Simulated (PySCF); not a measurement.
BeCl2, triplet, geometry from GFN2-xTB (such geometries of metal compounds can be far from the true shape) (a higher spin typed on purpose: for a closed-shell molecule this is an excited state), atoms displaced at random by about 0.05 Å a coordinate. Base run: PBE0/6-31G (PySCF).

PySCF was given this input:
```python
from pyscf import gto, scf, dft
from pyscf.geomopt import geometric_solver

mol = gto.Mole()
mol.atom = '''
    Be    0.87574862   -0.62101974    0.70504696
    Cl    0.83638671    0.36835966   -0.96046692
    Cl   -1.02542285   -0.11261651    0.80202904
'''
mol.basis = '6-31g'
mol.spin = 2
mol.verbose = 3
mol.build()

def method(m):
    mf = dft.UKS(m)
    mf.xc = 'pbe0'
    return mf

conv, mol_eq = geometric_solver.kernel(method(mol), maxsteps=100)
print('optimisation converged:', conv)
print(mol_eq.tostring(format='xyz'))
mf = method(mol_eq)
mf.kernel()
```

Each row names what was changed in the base input (with any setting that the change needs).

```
change                       ΔE vs base (kJ/mol)  optimiser steps  core-seconds (rough)
---------------------------  -------------------  ---------------  --------------------
base                                        0.00                7                    20
coordsys = dlc                              0.00                7                    30
trust = 0.5                                 0.00                8                    40
convergence_set = TURBOMOLE                 0.00               10                    50
convergence_set = GAU_LOOSE                 0.00                7                    40
trust = 0.02                                0.00                8                    50
coordsys = prim                             0.00                7                    30
```

Open shells are given as the SCF converged; they aren't shown to be the lowest states, and a large step between rows can be another state.
